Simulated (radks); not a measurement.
All-electron atom: Sn5+ in [Kr] 4d9.

Method: scalar-relativistic Kohn-Sham, PBE, spin-polarised, spherical densities, finite nucleus; open shells are filled with parallel spins first (spin-orbit coupling, left out, can overturn this in heavy ions); Fermi nuclear charge, rms radius 4.6519 fm; computed with a radial shooting solver on a logarithmic mesh with Libxc functionals.

Energy parts (hartree):
| part | energy |
|---|---|
| total | -6170.80384 |
| kinetic | 6442.75262 |
| electron-nucleus | -14816.69487 |
| Hartree | 2366.00105 |
| exchange-correlation | -162.86264 |

Orbitals (lengths in bohr, moments of r in powers of bohr):
| orbital | occ. | eigenvalue (hartree) | <r> | <r^4> |
|---|---|---|---|---|
| 1s up | 1 | -1068.578 | 0.02906 | 3.406e-06 |
| 1s down | 1 | -1068.578 | 0.02906 | 3.406e-06 |
| 2s up | 1 | -163.3442 | 0.1255 | 0.0005924 |
| 2s down | 1 | -163.3340 | 0.1255 | 0.0005924 |
| 2p up | 3 | -146.8831 | 0.1096 | 0.0004262 |
| 2p down | 3 | -146.8753 | 0.1096 | 0.0004261 |
| 3s up | 1 | -33.42607 | 0.3393 | 0.02643 |
| 3s down | 1 | -33.42116 | 0.3393 | 0.02641 |
| 3p up | 3 | -28.04658 | 0.3376 | 0.02796 |
| 3p down | 3 | -28.04094 | 0.3376 | 0.02794 |
| 3d up | 5 | -19.76727 | 0.3145 | 0.02543 |
| 3d down | 5 | -19.75834 | 0.3144 | 0.02541 |
| 4s up | 1 | -7.24234 | 0.8133 | 0.8241 |
| 4s down | 1 | -7.20750 | 0.8132 | 0.8243 |
| 4p up | 3 | -5.60234 | 0.8750 | 1.159 |
| 4p down | 3 | -5.56718 | 0.8751 | 1.162 |
| 4d up | 5 | -3.19848 | 1.035 | 2.627 |
| 4d down | 4 | -3.16476 | 1.037 | 2.659 |

The highest occupied level is 4d down at -86.118 eV. The density falls to 0.001 e/bohr^3 at r = 2.64 bohr. The spin density at the nucleus is -0.9811 e/bohr^3 (1s -0.0383, 2s -0.6466, 3s 0.1741, 4s -0.4702). The electron density at the nucleus is 1.965e+05 e/bohr^3 (large components only). For comparison, the ionisation energy in NIST's Atomic Spectra Database is 94 eV (theoretical). In exact Kohn-Sham theory the highest level is minus the ionisation energy, but local and semilocal functionals leave it too shallow, through self-interaction and a potential that decays too fast; potentials with the right tail come closer. Spin moment in Bohr magnetons: 1. Summed over all electrons, <r^2> = 20.35 bohr^2, which gives a Langevin (diamagnetic) susceptibility term of -16.1 x 10^-6 cm^3/mol.
